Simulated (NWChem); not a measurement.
System: CH$_{3}$Cl$_{2}$In; SMILES [CH3][In]([Cl])[Cl]

Computed with NWChem. All runs use the structure optimised with PBE0/def2-SVP (def2 core potentials past Kr).

Estimate the computed values for PBE0/STO-3G (all-electron, non-relativistic). Quantities: highest occupied level (eV); orbital gap (eV); dipole (D).


```
Item                         Result
---------------------------  ------
highest occupied level (eV)   -5.84
orbital gap (eV)               6.96
dipole (D)                     3.53
```
